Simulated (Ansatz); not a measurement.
Consider the ligand exchange at the Si–C bond: `[SiH3]C1CCC1` + `[F][AlH][SH]` → `[F][AlH][S][SiH3]` + `C1CCC1`.

Gas-phase electronic energies from Ansatz, PBE0-D4/def2-TZVP geometries. CCSD(T)/CBS adds triple-zeta CCSD(T) − MP2 to the extrapolated MP2 energy (def2 sets, frozen cores). This one scheme is used for every species. Functionals use def2-TZVPP. Each species was taken in one conformer, which may not be the lowest.

```tsv
level	ΔE (kJ/mol)
PBE0-D4	-69.1
r2SCAN0	-72.1
RPA@PBE/def2-TZVPP	-60.0
CCSD(T)/def2-SVP	-59.4
```

What does CCSD(T)/CBS give? (Best estimate.)

Ansatz gave: -67.1 kJ/mol. The listed levels differ from it by -2.0, -5.0, 7.1, 7.7 kJ/mol.

What do rigid-rotor, harmonic-oscillator terms from PBE0-D4/def2-TZVP frequencies (298.15 K, 1 bar) make of the CCSD(T)/CBS value? (Best estimate.)

The calculation gave: ΔZPE = +8.8 kJ/mol, ΔH = -58.2 kJ/mol, ΔS = 0 J/(mol·K), ΔG = -58.1 kJ/mol. Modes under 50 cm⁻¹ make the entropy rough.

Largest T1 diagnostic among the species: 0.012.

In def2-TZVPP, CCSD(T) changes the Hartree–Fock value by +10.4 kJ/mol (the triples alone add +0.6 kJ/mol) and MP2 by +7.4 kJ/mol. The D4 term adds +4.2 kJ/mol with B3LYP and +2.5 kJ/mol with PBE0; it sums over pairs of atoms, weighted by their polarisabilities, and B3LYP, whose exchange is more repulsive, gets the larger term.

B3LYP here is the variant with VWN-RPA as its local correlation; programs differ in this.
